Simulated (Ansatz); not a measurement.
C2H7GaTe, SMILES `[CH3][Ga]([CH3])[TeH]`, relaxed with RKS PBE0-D4/def2-TZVP in Ansatz 0.2.0 from a GFN2-xTB geometry. The force threshold is 0.005 eV/Å; the program also tests the step.

Total charge 0; spin multiplicity 1. Te takes the def2 core potential.

Start:

```xyz
11

C     1.601    0.789   -0.964
Ga   -0.181    0.013   -0.341
C    -0.523   -0.546    1.593
Te   -2.016   -0.261   -2.066
H     1.590    0.981   -2.044
H     2.434    0.109   -0.753
H     1.821    1.735   -0.457
H    -0.112   -1.543    1.786
H    -1.593   -0.578    1.824
H    -0.042    0.145    2.293
H    -2.978   -0.844   -0.870
```

| step | energy (eV) | largest force (eV/Å) | largest move (Å) |
| --- | --- | --- | --- |
| 1 | -61852.5050 | 0.709 | 0.000 |
| 2 | -61852.5820 | 0.263 | 0.115 |
| 3 | -61852.5972 | 0.076 | 0.086 |
| 4 | -61852.5982 | 0.060 | 0.034 |
| 5 | -61852.5995 | 0.020 | 0.021 |
| 6 | -61852.5995 | 0.004 | 0.005 |

End:

```xyz
11

C     1.567    0.774   -0.945
Ga   -0.133    0.029   -0.291
C    -0.495   -0.521    1.562
Te   -1.967   -0.257   -2.020
H     1.553    0.955   -2.020
H     2.387    0.089   -0.716
H     1.777    1.718   -0.435
H    -0.096   -1.527    1.723
H    -1.564   -0.543    1.773
H    -0.003    0.149    2.269
H    -3.026   -0.866   -0.900
```

Run time 30 s (4 threads of a server CPU on a shared host); peak host memory 0.64 GiB.
